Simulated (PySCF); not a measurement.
**Electronic structure of Ar²⁺ (argon, charge +2) at the UHF level**

Configuration: [Ne] 3s2 3p4, high-spin 3P determinant. Computed with PySCF 2.14 in x2c-TZVPall (5s5p2d1f, 37 functions), with the spin-free X2C one-electron Hamiltonian (Gaussian nucleus).

- Total energy: -527.110034 hartree
- One-electron energy: -712.0507 hartree
- Hartree (Coulomb) energy: 214.5802 hartree
- Exchange energy: -29.6395 hartree
- ⟨S²⟩: 2.0095
- ⟨L²⟩: 2.032
- Sum of ⟨r⟩: 11.80 bohr
- Sum of ⟨r²⟩: 15.73 bohr²
- Traceless quadrupole moment −½Σ⟨3z² − r²⟩ along its main axis: -1.04 e·bohr²
- Langevin diamagnetic susceptibility: -12.5 ×10⁻⁶ cm³/mol
- Time after the integrals: 0.08 s of wall time on 1 thread of Neoverse-V2 (shared host)

```tsv
shell	electrons	mean orbital energy (hartree)	spread (hartree)	rms radius, mean of both spins (bohr)
1s α	1	-120.23178	0	0.0991
1s β	1	-120.19665	0	0.0991
2s α	1	-13.52491	0	0.446
2s β	1	-13.49408	0	0.446
2p α	3	-10.70055	0.03380	0.416
2p β	3	-10.64293	0.02767	0.416
3s α	1	-2.34871	0	1.44
3s β	1	-2.05635	0	1.44
3p α	3	-1.60053	0.09454	1.59
3p β	1	-1.48483	0	1.59
```

Densities and radii are taken from the X2C orbitals without a picture-change correction, which distorts them close to the nucleus.
